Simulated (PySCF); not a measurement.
H3As, SMILES [AsH3] (B3LYP/def2-SVP optimised geometry):

```
4

As    -0.739    -0.765     0.000
H     -0.792    -0.820    -1.529
H      0.792    -0.765     0.000
H     -0.792     0.765     0.000
```

Method: B3LYP/def2-TZVP (PySCF).

What are the frontier orbital energies and the dipole moment?

HOMO-2 -10.00 eV, HOMO-1 -10.00 eV, HOMO -7.64 eV, LUMO 0.37 eV, LUMO+1 0.37 eV; dipole moment 0.21 D.

On the same geometry PySCF with PBE/def2-TZVP gives HOMO-2 -8.92 eV, HOMO-1 -8.92 eV, HOMO -6.70 eV, LUMO -0.23 eV, LUMO+1 -0.23 eV; dipole moment 0.27 D.

Meta-Löwdin charges at B3LYP/def2-TZVP: As1 0.02, H2 -0.01, H3 -0.01, H4 -0.01.
